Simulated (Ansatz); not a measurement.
Reaction (redistribution): `C[CH2][Al]([SiH3])[Cl]` + `O/C(Cl)=C/[SiH3]` → `O/C([SiH3])=C/[SiH3]` + `C[CH2][Al]([Cl])[Cl]`

Gas-phase electronic energies from Ansatz, PBE0-D4/def2-TZVP geometries. CBS: MP2 limit from def2 TZ/QZ plus the TZ coupled-cluster correction, frozen cores. Double bonds are as drawn, so ΔE can hold a change between cis and trans. Each species was taken in one conformer, which may not be the lowest.

| species | HF/def2-QZVPP energy (Eh) |
| --- | --- |
| `C[CH2][Al]([SiH3])[Cl]` | -1070.91069 |
| `O/C(Cl)=C/[SiH3]` | -902.02893 |
| `O/C([SiH3])=C/[SiH3]` | -733.19893 |
| `C[CH2][Al]([Cl])[Cl]` | -1239.82443 |

Task: Work out ΔE.

Result: ΔE = (-733.19893) + (-1239.82443) − (-1070.91069) − (-902.02893) = -0.08374 Eh = -219.9 kJ/mol. CCSD(T)/CBS gives -203.2 kJ/mol.

Largest T1 diagnostic among the species: 0.013.

The D4 term adds −3.3 kJ/mol with B3LYP and −1.7 kJ/mol with PBE0; it sums over pairs of atoms, weighted by their polarisabilities, and B3LYP, whose exchange is more repulsive, gets the larger term. From PBE to PBE0 (25 % exact exchange), in def2-TZVPP and without D4, ΔE moves by −10.1 kJ/mol. In def2-TZVPP, CCSD(T) changes the Hartree–Fock value by +19.3 kJ/mol (the triples alone add +3.4 kJ/mol) and MP2 by +11.2 kJ/mol.

B3LYP here is the variant with VWN-RPA as its local correlation; programs differ in this.
